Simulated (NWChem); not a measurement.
System: GeN₂H₆; SMILES [GeH2]([NH2])[NH2]

```xyz
9

Ge     0.3120    -0.0061    -0.1995
N     -0.7637    -1.4132     0.2578
N     -0.8120     1.4361    -0.2480
H      1.4246     0.0052     0.8774
H      0.9624    -0.0458    -1.6041
H     -1.4824    -1.6433    -0.4229
H     -0.2784    -2.2621     0.5327
H     -1.2310     1.6845     0.6440
H     -0.4318     2.2714    -0.6835
```
Atoms are numbered in this order, from 1.

Level: PBE0/def2-SVP (NWChem), optimised geometry, unscaled harmonic frequencies. 

Q: List the harmonic frequencies with IR intensities, and the thermochemistry.

A: 
```
frequency (cm⁻¹)  IR intensity (km/mol)
----------------  ---------------------
181                                 4.0
187                                34.8
315                                 5.7
498                               225.7
507                                77.4
555                               136.7
665                                26.5
702                                13.1
719                                71.5
774                               119.2
895                                84.7
919                                86.5
922                                 4.1
1543                               50.9
1547                                0.6
2106                              224.6
2119                              135.3
3580                               11.0
3581                               17.7
3683                               14.7
3684                               24.4
```

* **zero-point energy**: 42.4 kcal/mol
* **thermal correction to the enthalpy at 298.15 K (with zero-point energy)**: 46.5 kcal/mol
* **heat capacity Cv**: 19.7 cal/(mol K)
* **entropy at 298.15 K and 1 atm (symmetry number 2)**: 72.1 cal/(mol K)
* **dipole moment**: 0.38 D

Rigid rotor and harmonic oscillator.
